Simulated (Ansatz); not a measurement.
**Reading a saddle point**

A first-order saddle point of SiH3SF3, closed shell, PBE0-D4/def2-TZVP, with one imaginary mode of 1161i cm⁻¹:

Si1  (-0.268, 0.229, -0.592)
S2  (0.943, -1.233, 0.849)
F3  (0.845, 0.044, -1.727)
F4  (-0.131, 1.803, -0.417)
F5  (-1.502, -0.413, -1.353)
H6  (-0.374, -0.490, 1.178)
H7  (-1.161, 0.231, 0.778)
H8  (1.649, -0.171, 1.285)
(Å)

Computed with Ansatz 0.2.0 (basis: def2-TZVPP and def2-QZVPP); correlated methods freeze the cores. Extrapolation: Hartree–Fock as exp(−7.88 √X), correlation as X^−2.97.

(1) Which contacts change along the imaginary mode, and what lies on either side? (Judge from chemistry; the calculation decides.)

(2) Which side is lower, and how far does the saddle lie above each? (To be estimated.)

T1 diagnostic: at most 0.013.

## Answers

(1) Computed: The step is SiHSF₃ ([F][Si]([F])([F])[SH]) + H₂ → SiHF₃ ([F][SiH]([F])[F]) + H₂S, with the molecules in contact on both sides. Shortening one way: Si1–H7, S2–H6; lengthening the same way: Si1–S2, H6–H7.
| pair | one side (Å) | saddle (Å) | other side (Å) |
| --- | --- | --- | --- |
| Si1–H7 | 3.53 | 1.63 | 1.46 |
| S2–H6 | 3.55 | 1.55 | 1.34 |
| Si1–S2 | 2.09 | 2.38 | 3.60 |
| H6–H7 | 0.75 | 1.14 | 3.82 |

(2) The calculation gives: The side with Si1–S2, H6–H7 short is lower by 0.264 eV; the saddle lies 2.588 eV above it and 2.324 eV above the other (CCSD(T) at an estimated basis limit (MP2 extrapolated from triple and quadruple zeta, plus CCSD(T) − MP2 in triple zeta); electronic energies).

Labels in which every atom is bracketed show which atoms are joined, not bond orders.

For scale, one of the runs: CCSD(T)/def2-TZVPP, 219 basis functions, launched by `ansatz run in.yaml --threads 4 --pin off --events-out ev --progress --plain --max-ram 9574MiB`. Hardware: 4 CPU threads of an Arm Neoverse V2, shared host. Wall time 110 s; peak host memory 3.4 GiB.
